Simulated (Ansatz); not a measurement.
Consider the formal exchange of groups at a Te–Si bond: `[NH2][AlH][SiH2][TeH]` + `[OH][GeH3]` → `[OH][GeH2][TeH]` + `[NH2][AlH][SiH3]`.

Gas-phase electronic energies from Ansatz, PBE0-D4/def2-TZVP geometries. CCSD(T)/CBS adds triple-zeta CCSD(T) − MP2 to the extrapolated MP2 energy (def2 sets, frozen cores). DFT in def2-TZVPP. def2 core potentials past Kr. For Ge, Te outer-core shells are correlated without core-valence functions, which leaves a few kJ/mol of doubt a bond. Scalar relativity is left out up to krypton. Each species was taken in one conformer, which may not be the lowest.

Is it downhill or uphill in electronic energy at CCSD(T)/CBS, and by how much? (Best estimate.)

The calculation gave: Downhill: ΔE = -3.1 kJ/mol.

What do these levels give: r2SCAN-D4, PBE0-D4, PBE, r2SCAN, CCSD(T)/def2-TZVPP, SCS-MP2/def2-QZVPP? (Estimate.)

Computed: r2SCAN-D4 -5.9, PBE0-D4 -4.1, PBE -7.7, r2SCAN -6.4, CCSD(T)/def2-TZVPP -5.3, SCS-MP2/def2-QZVPP -3.5 kJ/mol.

Largest T1 diagnostic among the species: 0.013.

The D4 term adds +3.4 kJ/mol with B3LYP and +1.9 kJ/mol with PBE0; it sums over pairs of atoms, weighted by their polarisabilities, and B3LYP, whose exchange is more repulsive, gets the larger term. In def2-TZVPP, CCSD(T) changes the Hartree–Fock value by +4.8 kJ/mol (the triples alone add +1.0 kJ/mol) and MP2 by +6.9 kJ/mol.

B3LYP here is the variant with VWN-RPA as its local correlation; programs differ in this.
